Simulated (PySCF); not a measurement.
BH3Se3. Atoms are numbered in the order given.

```xyz
7

B     -0.0360     0.0064     0.0000
Se     1.9172    -0.1202     0.0000
H      2.1616     1.3356     0.0000
Se    -0.8554     1.7737     0.0000
H     -2.2625     1.3283     0.0000
Se    -0.9846    -1.6996     0.0000
H     -2.3439    -1.1288     0.0000
```
Charge 0, spin multiplicity 1.

Geometry: B3LYP-D3(BJ)/def2-SVP. The values are those of a single conformer.

Computed with PBE/def2-TZVP (PySCF).

Symmetry labels are those of the subgroup Cs that the program uses (full group Cs).

### Question
List the valence orbital energies around the gap with their symmetry. (Estimate from the structure and the level; the computed values follow.)

### Answer

```tsv
orbital	symmetry	energy (eV)
HOMO−7	A'	-10.71
HOMO−6	A'	-9.60
HOMO−5	A'	-9.35
HOMO−4	A'	-8.04
HOMO−3	A"	-7.71
HOMO−2	A'	-7.53
HOMO−1	A"	-6.08
HOMO	A"	-6.01
LUMO	A"	-1.91
LUMO+1	A'	-1.86
LUMO+2	A'	-0.65
LUMO+3	A'	-0.13
```
